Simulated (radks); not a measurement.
Task: Species: Tm V. Configuration: [Xe] 4f11. Calculated with a radial shooting solver on a logarithmic mesh with Libxc functionals: non-relativistic Kohn-Sham, LB94 model potential, spin-polarised, spherical densities, point nucleus; open shells are filled with parallel spins first (spin-orbit coupling, left out, can overturn this in heavy ions); relativity is left out, which matters for an element this heavy. Some entries of the table are withheld. Estimate them.

orbital  occ.  eigenvalue (Ry)  r(max) (bohr)
1s up       1        -4065.593        0.01457
1s down     1        -4065.593        0.01457
2s down     1        -662.3846        0.07953
2s up       1        -662.3802        0.07953
2p down     3        -633.3664        0.06180
2p up       3        -633.3635        0.06180
3s up       1        -152.0230         0.2200
3s down     1        -152.0123         0.2200
3p up       3        -138.6928         0.2078
3p down     3        -138.6849         0.2077
3d up       5        -113.7668         0.1645
3d down     5        -113.7657         0.1645
4s up       1        -32.85367         0.4988
4s down     1        -32.68336         0.4989
4p up       3        -27.47289         0.5016
4p down     3        -27.30369         0.5017
4d up       5        -17.75821         0.5025
4d down     5        -17.59190         0.5027
5s up       1         -7.40254            (1)
5s down     1         -7.29927            (2)
5p up       3              (3)          1.238
5p down     3              (4)          1.245
4f up       7         -5.45526         0.4792
4f down     4         -5.30483         0.4793

Result: 
(1) 5s up r(max) (bohr): 1.145
(2) 5s down r(max) (bohr): 1.149
(3) 5p up eigenvalue (Ry): -5.85208
(4) 5p down eigenvalue (Ry): -5.76406
